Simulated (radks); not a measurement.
Species: Ru+. Configuration: [Kr] 4d7. All-electron calculation, scalar-relativistic Kohn-Sham, LDA (Slater exchange, Perdew-Wang correlation), spin-polarised, spherical densities, finite nucleus; open shells are filled with parallel spins first (spin-orbit coupling, left out, can overturn this in heavy ions); Fermi nuclear charge, rms radius 4.4809 fm. Program: a radial shooting solver on a logarithmic mesh with Libxc functionals. Some entries of the table are withheld. Estimate them.

orbital  occ.  eigenvalue (hartree)  <r^2> (bohr^2)
1s up       1             -805.3600        0.001513
1s down     1             -805.3599        0.001513
2s up       1             -116.0567         0.02507
2s down     1             -116.0424         0.02506
2p up       3             -104.0462         0.01971
2p down     3             -104.0350         0.01971
3s up       1             -20.64022          0.1864
3s down     1             -20.63008          0.1863
3p up       3             -16.69377          0.1895
3p down     3             -16.68273          0.1894
3d up       5             -10.32236          0.1771
3d down     5             -10.30760          0.1769
4s up       1              -3.10921             (1)
4s down     1              -3.04476             (2)
4p up       3              -2.01274           1.464
4p down     3              -1.94526           1.461
4d up       5                   (3)           3.239
4d down     2                   (4)           3.441

Answer. 
(1) 4s up <r^2> (bohr^2): 1.179
(2) 4s down <r^2> (bohr^2): 1.175
(3) 4d up eigenvalue (hartree): -0.49702
(4) 4d down eigenvalue (hartree): -0.43264
